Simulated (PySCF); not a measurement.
Species: C7H7N3.
Atom-mapped SMILES: `[CH:1]#[C:2][CH2:3][n:4]1[n:5][cH:6][c:7]([CH:8]=[CH2:9])[n:10]1`

NICS is the negative of the GIAO shielding at a point without a nucleus: at the ring centre (0) and 1 Å above and below it (1); zz is the component along the ring normal. Level: GIAO PBE0/pcSseg-1 (PySCF, non-relativistic, gas phase) on the GFN2-xTB geometry, one conformer.

Ring bond lengths (Å), with Mayer bond orders in brackets: N4–N5 1.312 (1.22), N5–C6 1.321 (1.54), C6–C7 1.409 (1.27), C7–N10 1.335 (1.41), N10–N4 1.306 (1.24).

**Question.** Give the NICS values of each ring in ppm.

**Answer.** 
```json
{"ring": "N4–N5–C6–C7–N10", "type": "5-membered ring with 3 N; formal bonds all aromatic", "NICS(0)": "-12.3", "NICS(1), two faces": "-12.4 / -12.6", "NICS(1)zz, two faces": "-30.0 / -31.2", "rms pucker (Å)": "0.00", "centre to ring atoms, mean (Å)": "1.14"}
```

**Question.** What can be read from them?

**Answer.** 
- N4–N5–C6–C7–N10: mean NICS(1)zz -30.6 ppm, shielded. The ring is flat and has no four-coordinate atom; by the NICS criterion it is aromatic.

**Question.** How equal are the bonds by HOMA? HOMA takes Krygowski's 1993 parameters.

**Answer.** 
- N4–N5–C6–C7–N10: HOMA 0.97; the largest term is that of C6–C7, α(R − Ropt)² = 0.12. The geometric and the magnetic index point the same way.

**Question.** What field does 1 T along the ring normal induce along that normal at the first NICS(1) probe listed for ring N4–N5–C6–C7–N10, 1 Å off the ring?

**Answer.** NICSzz × B0 = -30.0 ppm × 1 T = -30 μT, against the applied field.

The run took about 1.9 min of CPU time (grids of density and orbitals included) (one thread, shared machine). This is the whole shielding run at PBE0/pcSseg-1, SCF included.

Conformer computed: `[CH:1]#[C:2][CH2:3][n:4]1[n:5][cH:6][c:7]([CH:8]=[CH2:9])[n:10]1`: C2–C3–N4–N5 89°, C6–C7–C8–C9 2°.
